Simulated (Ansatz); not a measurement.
CH4N, charge -1, singlet, geometry from GFN2-xTB (a gas-phase anion, which may not be bound at this level); Ansatz (a first-principles code) with MP2/6-31G*.

Ansatz was given this input:
Ansatz 0.2 input:
```yaml
crystal:
  periodic: [false, false, false]
  atoms:
    - {symbol: C, position_ang: [-0.08198403, 0.82858640, -0.00681169]}
    - {symbol: N, position_ang: [0.04689124, -0.73190230, 0.00619811]}
    - {symbol: H, position_ang: [-0.49812098, -1.02854792, 0.82390464]}
    - {symbol: H, position_ang: [-0.50963896, -1.04302318, -0.79826373]}
    - {symbol: H, position_ang: [0.59202741, 1.11962037, 0.87526805]}
    - {symbol: H, position_ang: [0.57939804, 1.10374838, -0.90342560]}
basis:
  gaussian:
    orbitals: 6-31G*
total_charge: -1
magnetization: {spin_polarized: false}
correlation: {method: mp2}
```

Output, abridged:

```
Functional definition: HF
411 factors; integrals over basis functions are off by at most 7.7e-4 eV
mean field evaluation 1: about -2569.7525 eV, gradient 1.9e1 eV
mean field evaluation 2: about -2569.7535 eV, gradient 1.9e1 eV
mean field evaluation 4: about -2570.8651 eV, gradient 2.7e0 eV
mean field evaluation 8: about -2570.8960 eV, gradient 1.7e-3 eV
mean field -2570.89601872 eV, -94.4786860721 hartree, gradient 2.0e-6 eV, S^2 0.000000; 0 other end points of the search recorded, 0 dependent functions left out
2 core orbitals not correlated
reference -2570.89601872 eV, -94.4786860721 hartree; 7, 7 occupied and 29, 29 virtual orbitals, 411 factors
second order -8.16037470 eV of doubles, -0.00000000 eV of singles
Total energy: -2579.05639343 eV, -94.7785743112 hartree
```
